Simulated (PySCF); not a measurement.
## Spinor energies of Bi⁵⁸⁺ (bismuth, charge +58)

Start: [Ar] 3d7; 3d3/2 filled at m_j = -3/2, -1/2, +1/2, +3/2; 3d5/2 filled at m_j = +1/2, +3/2, +5/2. Calculated with PySCF 2.14 in an even-tempered Gaussian basis (15 s from 18 bohr⁻², ratio 2.8; 13 p from 23 bohr⁻², ratio 2.8; 8 d from 23 bohr⁻², ratio 2.8; 3 f from 79 bohr⁻², ratio 3): generalised Hartree-Fock with the X2C-1e Hamiltonian and a Gaussian nucleus; one run each with spin-orbit coupling (SO) switched off, then screened by Boettger's factors.

| spinor shell | electrons | ε, spin-free (eV) | ε, screened SO (eV) | weight of nominal j (screened SO) | rms radius, screened SO (bohr) |
| --- | --- | --- | --- | --- | --- |
| 1s1/2 | 2 | -94846.0 | -94801.1 | 1.000 | 0.0178 |
| 2s1/2 | 2 | -20214.1 | -20198.0 | 1.000 | 0.0715 |
| 2p1/2 | 2 | -17858.1 | -19558.1 | 1.000 | 0.0604 |
| 2p3/2 | 4 | -17858.1 | -17202.4 | 1.000 | 0.0686 |
| 3s1/2 | 2 | -7434.1 | -7429.2 | 1.000 | 0.178 |
| 3p1/2 | 2 | -6738.8 | -7164.6 | 1.000 | 0.169 |
| 3d3/2 | 4 | -6114.8 | -6182.6 | 0.997 | 0.159 |
| 3d5/2 | 3 | -6114.8 | -6062.1 | 0.997 | 0.163 |

Question: Where does 3p3/2 lie, and what is the 3p spin-orbit splitting (screened SO)?

Answer: At -6570.3 eV, 594.32 eV above 3p1/2.

| quantity | spin-free | screened SO |
| --- | --- | --- |
| E (hartree) | -18457.74280 | -18502.39350 |
| M_J | 9/2 | 9/2 |
| ⟨J²⟩ | 24.750 | 24.750 |
| ⟨L²⟩ | 12.000 | 16.353 |
| ⟨S²⟩ | 3.750 | 2.495 |

Each row is a mean over spinors that exchange with the open shell spreads, by up to 46.919 eV (3p3/2).

Breit and QED terms are absent; they matter most for the inner s and p1/2 levels.

Densities and radii are taken from the X2C orbitals without a picture-change correction, which distorts them close to the nucleus.

Without spin-orbit coupling the j labels of p, d and f shells carry no meaning; the spin-free column gives the mean over the occupied spinors of each nl shell.
